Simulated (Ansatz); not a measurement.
```yaml
crystal:
  periodic: [false, false, false]
  atoms:
    - {symbol: O, position_ang: [-1.468437, 0.986118, -0.597190]}
    - {symbol: C, position_ang: [-0.091659, 0.919183, -0.517766]}
    - {symbol: Sn, position_ang: [0.265916, -0.725030, 0.682839]}
    - {symbol: H, position_ang: [-1.816651, 0.355525, -1.140713]}
    - {symbol: H, position_ang: [0.240974, 1.808962, -0.052179]}
    - {symbol: H, position_ang: [0.416332, 0.770018, -1.573103]}
    - {symbol: H, position_ang: [-0.278468, -2.116169, 0.210118]}
    - {symbol: H, position_ang: [2.104408, -1.342624, 0.572161]}
    - {symbol: H, position_ang: [0.185134, -0.718819, 2.398808]}
basis:
  gaussian: {orbitals: ANO-RCC-VTZP, fitting: {mean_field: def2-universal-jkfit}, nuclear_model: gaussian}
total_charge: -1
magnetization: {spin_polarized: true, initial_magnetization: 1}
hamiltonian: {xc: {name: HF}, pseudopotentials: {relativity: scalar}}
relax: {f_tol: 0.001, max_steps: 3}
output: {forces: true}
```

```sh
$ ansatz run in.yaml --threads 2 --pin off --events-out ev --progress --plain --max-ram 4352MiB
```

It prints (some lines left out):

```
Functional definition: HF
478 factors; integrals over basis functions are off by at most 6.7e2 eV
mean field evaluation 1: about -173765.5601 eV, gradient 3.2e1 eV
mean field evaluation 2: about -173767.7353 eV, gradient 1.9e1 eV
mean field evaluation 4: about -173768.5792 eV, gradient 1.0e0 eV
mean field evaluation 8: about -173768.7326 eV, gradient 2.8e-1 eV
mean field evaluation 16: about -173768.5875 eV, gradient 7.7e-1 eV
mean field evaluation 32: about -173768.6975 eV, gradient 3.5e-1 eV
mean field evaluation 64: about -173767.9784 eV, gradient 2.2e0 eV
mean field evaluation 96: about -173766.8862 eV, gradient 6.2e0 eV
mean field evaluation 128: about -173768.7304 eV, gradient 3.7e-1 eV
mean field evaluation 160: about -173767.9434 eV, gradient 1.4e0 eV
mean field -173768.76798475 eV, -6385.8844387382 hartree, gradient 2.2e-5 eV, S^2 0.750511; 3 other end points of the search recorded, 0 dependent functions left out
reference -173768.76798475 eV, -6385.8844387382 hartree; 36, 35 occupied and 176, 177 virtual orbitals, 478 factors
relax step   1: F+E_penalty+E_count = -173768.76798475 eV  Δ(F+E_penalty+E_count) = +0.000e0 eV  max|allowed force component| = 3.917e0 eV/Å  Δτ_max = 0.0000 Å  (269 SCF iters, accepted)
478 factors; integrals over basis functions are off by at most 6.7e2 eV
mean field -173769.92886393 eV, -6385.9271002612 hartree, gradient 1.3e-5 eV, S^2 0.750423; 0 other end points of the search recorded, 0 dependent functions left out
reference -173769.92886393 eV, -6385.9271002612 hartree; 36, 35 occupied and 176, 177 virtual orbitals, 478 factors
relax step   2: F+E_penalty+E_count = -173769.92886393 eV  Δ(F+E_penalty+E_count) = -1.161e0 eV  max|allowed force component| = 1.294e0 eV/Å  Δτ_max = 0.1949 Å  (51 SCF iters, accepted)
478 factors; integrals over basis functions are off by at most 6.7e2 eV
mean field -173770.09090257 eV, -6385.9330550714 hartree, gradient 1.6e-5 eV, S^2 0.750393; 0 other end points of the search recorded, 0 dependent functions left out
reference -173770.09090257 eV, -6385.9330550714 hartree; 36, 35 occupied and 176, 177 virtual orbitals, 478 factors
relax step   3: F+E_penalty+E_count = -173770.09090257 eV  Δ(F+E_penalty+E_count) = -1.620e-1 eV  max|allowed force component| = 1.199e0 eV/Å  Δτ_max = 0.1945 Å  (49 SCF iters, accepted)
Error: geometry relaxation did not converge after 3 steps: max|allowed force component| = 1.20e0 eV/Å (threshold 1.0e-3). Raise `relax.max_steps` over both its present limit and 3, loosen `relax.f_tol`, or start from a geometry closer to equilibrium. Where this run's directory can be resumed (`checkpoint.write`), a resume goes on for up to `relax.max_steps` more
```

In this input the relaxation is allowed too few steps for its threshold. The calculation stopped without meeting its thresholds.
